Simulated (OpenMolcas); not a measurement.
An OpenMolcas run meant for W3+ (ANO-R3, X2C; inactive shells 1s 2s 2p 3s 3p 3d 4s 4p 4d 4f 5s 5p; intended active space 3 electrons in 5 orbitals (5d)). One step of its input:

```
&RASSCF
FileOrb=start.orb
Symmetry=1
Spin=4
nElAct=3 0 0
Inactive=15 19
Ras2=5 0
CIRoot=10 10 1
SDav=10
CIMx=300
Iter=72 100
PrWF=0.3
OrbListing=Nothing
MaxOrb=0
Atom
>>> COPY $Project.JobIph JOB001
```

Lines from the output:

```
--- SEWARD ---
Basis set label: W.ANO-R...9S7P6D4F3G2H.

      Electronic valence basis set:
      ------------------
      Associated Effective Charge  74.000000 au
      Associated Actual Charge     74.000000 au
      Nuclear Model: Finite nucleus - Gaussian distribution
        Gaussian exponent, Xi/bohr**(-2):  1.48137E+08

      Shell  nPrim  nBasis  Cartesian Spherical Contaminant
         s      25       9        X
         p      20       7        X
         d      15       6                 X
         f      10       4                 X
         g       4       3                 X
         h       3       2                 X
                  Relativistic X2C integrals
                  Atomic mean-field integrals
--- RASSCF ---

 Nr of active orbitals     NAC=   5
 Spin degeneracy         ISPIN=   4
 There can be no such wave function.
 ************************************************
--- Stop Module: rasscf at  /rc=_RC_INPUT_ERROR_ ---
.####################.
.# User input error #.
.####################.
```

Task: What is wrong with the input?

Result: A keyword is misspelt. OpenMolcas reads the first four letters of a keyword, so the setting is refused or falls back to its default.
